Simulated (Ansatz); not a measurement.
Born–Oppenheimer molecular dynamics of BClFH4N (8 atoms, charge 0, multiplicity 1). It starts at the highest image of a converged band. Of that band: Neighbouring images differ by up to 1.3 eV, so the band resolves the path poorly. A vibrational analysis at the climbing image gives one clearly imaginary mode, 1259i cm⁻¹: a first-order saddle point.

Theory: RKS PBE/cc-pVDZ in Ansatz 0.2.0.

```yaml
ensemble: NVE (velocity Verlet)
time_step: 0.5 fs
steps_asked: 200
starting_velocities_drawn_for: 300 K
seed: 6031
```

First frame:

```xyz
8
Properties=species:S:1:pos:R:3
B -0.083 0.150 0.271
N -0.125 0.262 1.821
H -0.898 -0.213 2.298
H 0.775 0.098 2.288
F 1.143 -0.168 -0.251
Cl -1.555 -0.622 -0.472
H -0.253 1.549 0.018
H -0.263 1.398 1.027
```

What does the run give?

The run went to its last step.

| Item | Value |
| --- | --- |
| steps done | 200 |
| time covered | 100 fs |
| mean temperature over the second half | 1237 K |
| spread of the potential energy over the second half | 23.5 meV per atom |
| mean potential energy of the second half above the start | -91.0 meV per atom |

The conserved energy stayed within 0.41 meV per atom of its start (net change 0.14 meV per atom), so the integration is sound. The kinetic energy rose, since the run started high on the potential surface and went downhill. It ends in pieces (BClFH + H3N), so much of that is their flight and rotation, not heat. A run of 0.1 ps of so small a system gives no equilibrium averages. The orbitals stay closed-shell, which can raise the energy where a bond breaks towards radicals; this wasn't checked here.

What happens to the structure?

Between its relaxed ends the band would form B1–H7, N2–H8 and break H7–H8. These pairs go: B1–H7 1.43 → 1.17 Å, N2–H8 1.39 → 1.07 Å, H7–H8 1.02 → 2.76 Å. In the last frame they stand as after the step (other bonds may differ from the relaxed reactants and products). Also parted: B1–N2 1.55 → 1.99 Å. It ends as BClFH + H3N. Pairs count as bonded within 1.25 times the sum of covalent radii (0.12 Å more for H–H). The details hang on the random start.

How do temperature and energy run in time?


```json
{"time (fs)": "0", "T (K)": "300", "potential energy less start (eV)": "0.000", "conserved less start (meV/atom)": "0.00"}
{"time (fs)": "8", "T (K)": "182", "potential energy less start (eV)": "0.092", "conserved less start (meV/atom)": "0.09"}
{"time (fs)": "16", "T (K)": "1135", "potential energy less start (eV)": "-0.647", "conserved less start (meV/atom)": "0.04"}
{"time (fs)": "24", "T (K)": "1517", "potential energy less start (eV)": "-0.945", "conserved less start (meV/atom)": "-0.14"}
{"time (fs)": "32", "T (K)": "1082", "potential energy less start (eV)": "-0.606", "conserved less start (meV/atom)": "0.10"}
{"time (fs)": "40", "T (K)": "946", "potential energy less start (eV)": "-0.502", "conserved less start (meV/atom)": "-0.15"}
{"time (fs)": "48", "T (K)": "644", "potential energy less start (eV)": "-0.268", "conserved less start (meV/atom)": "-0.13"}
{"time (fs)": "56", "T (K)": "1120", "potential energy less start (eV)": "-0.637", "conserved less start (meV/atom)": "-0.13"}
{"time (fs)": "64", "T (K)": "1122", "potential energy less start (eV)": "-0.638", "conserved less start (meV/atom)": "-0.02"}
{"time (fs)": "72", "T (K)": "1479", "potential energy less start (eV)": "-0.915", "conserved less start (meV/atom)": "-0.12"}
{"time (fs)": "80", "T (K)": "783", "potential energy less start (eV)": "-0.373", "conserved less start (meV/atom)": "0.17"}
{"time (fs)": "88", "T (K)": "1405", "potential energy less start (eV)": "-0.859", "conserved less start (meV/atom)": "-0.27"}
{"time (fs)": "96", "T (K)": "1728", "potential energy less start (eV)": "-1.109", "conserved less start (meV/atom)": "-0.17"}
```

Run time: 7.7 min on 1 thread of Arm Neoverse V1, on a shared host, peak memory 0.11 GiB.
